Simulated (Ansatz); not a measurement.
Ansatz (an electronic-structure program) input file for 1,1-dichlorobuta-1,3-diene (C₄H₄Cl₂), SMILES C(Cl)(=CC=C)Cl, B3LYP-D3(BJ)/def2-SVP. 

Ansatz 0.2 input:
```yaml
crystal:
  periodic: [false, false, false]
  atoms:
    - {symbol: C, position_ang: [-0.45652648, -3.22637571, 0.00000000]}
    - {symbol: C, position_ang: [0.11625759, -2.02577600, 0.00000000]}
    - {symbol: C, position_ang: [-0.64032076, -0.79858981, 0.00000000]}
    - {symbol: C, position_ang: [-0.10952588, 0.42670281, -0.00000000]}
    - {symbol: Cl, position_ang: [1.57894608, 0.74261328, -0.00000000]}
    - {symbol: Cl, position_ang: [-1.08084149, 1.84743740, 0.00000000]}
    - {symbol: H, position_ang: [-1.52764412, -3.34190117, -0.00000000]}
    - {symbol: H, position_ang: [0.12572699, -4.13081243, -0.00000000]}
    - {symbol: H, position_ang: [1.19243653, -1.93096263, 0.00000000]}
    - {symbol: H, position_ang: [-1.71760435, -0.88295309, 0.00000000]}
basis:
  gaussian:
    orbitals: def2-SVP
hamiltonian:
  xc: b3lyp
  dispersion: d3bj
relax: {f_tol: 0.002, max_steps: 200}
```

Log of the run:

```
WARN ansatz: RAYON_NUM_THREADS=1 ignored (pool sized by the plan → 1); use --threads N
Functional definition: B3LYP
integrals: 0.07 GiB planned
1233 factors; integrals over basis functions are off by at most 3.2e-4 eV
mean field: 0.54 GiB planned
mean field evaluation 1: about -29238.1465 eV, gradient 5.6e1 eV
mean field evaluation 2: about -29228.1246 eV, gradient 8.0e1 eV
mean field evaluation 4: about -29246.7999 eV, gradient 9.7e0 eV
mean field evaluation 8: about -29247.0602 eV, gradient 2.1e-1 eV
mean field evaluation 16: about -29247.0603 eV, gradient 1.0e-5 eV
mean field -29247.06028771 eV, -1074.8096412040 hartree, gradient 1.0e-5 eV, S^2 0.000000; 0 other end points of the search recorded, 0 dependent functions left out
the calculation of the forces begins
reference -29247.06052803 eV, -1074.8096500354 hartree; 31, 31 occupied and 81, 81 virtual orbitals, 1233 factors
relax step   1: F+E_penalty+E_count = -29247.54624493 eV  Δ(F+E_penalty+E_count) = +0.000e0 eV  max|allowed force component| = 6.277e-1 eV/Å  Δτ_max = 0.0000 Å  (30 SCF iters, accepted)
these checks for a lower state are left out or cut short: starts, cluster_reference, orbital_swaps, neighbouring_geometries, increment
integrals: 0.07 GiB planned
1233 factors; integrals over basis functions are off by at most 3.3e-4 eV
mean field: 0.54 GiB planned
mean field -29247.10078438 eV, -1074.8111294292 hartree, gradient 2.4e-5 eV, S^2 0.000000; 0 other end points of the search recorded, 0 dependent functions left out
the calculation of the forces begins
reference -29247.10102644 eV, -1074.8111383245 hartree; 31, 31 occupied and 81, 81 virtual orbitals, 1233 factors
relax step   2: F+E_penalty+E_count = -29247.58362966 eV  Δ(F+E_penalty+E_count) = -3.738e-2 eV  max|allowed force component| = 2.631e-1 eV/Å  Δτ_max = 0.0255 Å  (33 SCF iters, accepted)
these checks for a lower state are left out or cut short: starts, cluster_reference, orbital_swaps, neighbouring_geometries, increment
integrals: 0.07 GiB planned
1233 factors; integrals over basis functions are off by at most 3.4e-4 eV
mean field: 0.54 GiB planned
mean field evaluation 32: about -29247.1062 eV, gradient 2.5e-5 eV
mean field -29247.10623118 eV, -1074.8113295951 hartree, gradient 2.5e-5 eV, S^2 0.000000; 0 other end points of the search recorded, 0 dependent functions left out
the calculation of the forces begins
reference -29247.10647392 eV, -1074.8113385157 hartree; 31, 31 occupied and 81, 81 virtual orbitals, 1233 factors
relax step   3: F+E_penalty+E_count = -29247.58782005 eV  Δ(F+E_penalty+E_count) = -4.190e-3 eV  max|allowed force component| = 6.751e-2 eV/Å  Δτ_max = 0.0105 Å  (35 SCF iters, accepted)
these checks for a lower state are left out or cut short: starts, cluster_reference, orbital_swaps, neighbouring_geometries, increment
integrals: 0.07 GiB planned
1233 factors; integrals over basis functions are off by at most 3.4e-4 eV
mean field: 0.54 GiB planned
mean field -29247.10650113 eV, -1074.8113395157 hartree, gradient 1.9e-5 eV, S^2 0.000000; 0 other end points of the search recorded, 0 dependent functions left out
the calculation of the forces begins
reference -29247.10674393 eV, -1074.8113484383 hartree; 31, 31 occupied and 81, 81 virtual orbitals, 1233 factors
relax step   4: F+E_penalty+E_count = -29247.58796627 eV  Δ(F+E_penalty+E_count) = -1.462e-4 eV  max|allowed force component| = 2.267e-2 eV/Å  Δτ_max = 0.0022 Å  (27 SCF iters, accepted)
these checks for a lower state are left out or cut short: starts, cluster_reference, orbital_swaps, neighbouring_geometries, increment
integrals: 0.07 GiB planned
1233 factors; integrals over basis functions are off by at most 3.4e-4 eV
mean field: 0.54 GiB planned
mean field -29247.10647502 eV, -1074.8113385561 hartree, gradient 6.4e-5 eV, S^2 0.000000; 0 other end points of the search recorded, 0 dependent functions left out
the calculation of the forces begins
reference -29247.10671782 eV, -1074.8113474788 hartree; 31, 31 occupied and 81, 81 virtual orbitals, 1233 factors
relax step   5: F+E_penalty+E_count = -29247.58797795 eV  Δ(F+E_penalty+E_count) = -1.168e-5 eV  max|allowed force component| = 1.063e-2 eV/Å  Δτ_max = 0.0023 Å  (22 SCF iters, accepted)
these checks for a lower state are left out or cut short: starts, cluster_reference, orbital_swaps, neighbouring_geometries, increment
integrals: 0.07 GiB planned
1233 factors; integrals over basis functions are off by at most 3.4e-4 eV
mean field: 0.54 GiB planned
mean field -29247.10650691 eV, -1074.8113397282 hartree, gradient 3.0e-5 eV, S^2 0.000000; 0 other end points of the search recorded, 0 dependent functions left out
the calculation of the forces begins
reference -29247.10674971 eV, -1074.8113486508 hartree; 31, 31 occupied and 81, 81 virtual orbitals, 1233 factors
relax step   6: F+E_penalty+E_count = -29247.58798548 eV  Δ(F+E_penalty+E_count) = -7.525e-6 eV  max|allowed force component| = 1.846e-3 eV/Å  Δτ_max = 0.0012 Å  (23 SCF iters, accepted)
integrals: 0.07 GiB planned
1233 factors; integrals over basis functions are off by at most 3.4e-4 eV
mean field: 0.54 GiB planned
mean field evaluation 64: about -29247.1065 eV, gradient 5.0e-3 eV
mean field -29247.10650691 eV, -1074.8113397282 hartree, gradient 3.0e-5 eV, S^2 0.000000; 1 other end points of the search recorded, 0 dependent functions left out
the calculation of the forces begins
reference -29247.10674971 eV, -1074.8113486508 hartree; 31, 31 occupied and 81, 81 virtual orbitals, 1233 factors
Total energy: -29247.58822827 eV, -1074.8290426617 hartree
Atom 0 at    -0.460489    -3.248077     0.000000 Å, force    -0.000093    -0.001208     0.000000 eV/Å
Atom 1 at     0.116274    -2.034134     0.000000 Å, force    -0.000322     0.001846    -0.000000 eV/Å
Atom 2 at    -0.634636    -0.792282     0.000000 Å, force     0.000465    -0.000264     0.000000 eV/Å
Atom 3 at    -0.107926     0.447472     0.000000 Å, force     0.000947     0.000526    -0.000000 eV/Å
Atom 4 at     1.599525     0.767397    -0.000000 Å, force    -0.000608    -0.001127     0.000000 eV/Å
Atom 5 at    -1.102919     1.869192    -0.000000 Å, force    -0.000705     0.000453    -0.000000 eV/Å
Atom 6 at    -1.548593    -3.364899    -0.000000 Å, force    -0.000040     0.000125    -0.000000 eV/Å
Atom 7 at     0.139168    -4.160979    -0.000000 Å, force    -0.000009     0.000033    -0.000000 eV/Å
Atom 8 at     1.206852    -1.949986     0.000000 Å, force     0.000239    -0.000077     0.000000 eV/Å
Atom 9 at    -1.726351    -0.854321     0.000000 Å, force     0.000126    -0.000306     0.000000 eV/Å
Dipole moment:    -0.078123    -0.239832    -0.000000 e Å
```

The run converged.
